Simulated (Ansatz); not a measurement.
(1) Predict a relaxed structure of V(H2O)2OCl2 (VCl₂O₃H₄), charge 0, doublet, at PBE0-D4/def2-SVP (Ansatz).

Results:

(1) 
```xyz
10

V     0.123   -0.149   -0.055
O     0.537    1.339   -1.409
H     0.312    1.194   -2.337
H     1.394    1.778   -1.323
O    -0.872   -0.934    1.560
H    -0.371   -1.122    2.364
H    -1.513   -1.634    1.378
O     1.067   -1.290   -0.482
Cl   -1.863   -0.370   -1.143
Cl    1.186    1.189    1.447
```
The metal has 5 neighbours: O 2.05 Å, O 2.05 Å, O 1.54 Å, Cl 2.27 Å, Cl 2.27 Å. This is one stationary point.

The relaxation made no stability test and no search for a lower SCF solution. No other spin state of charge 0 was run.
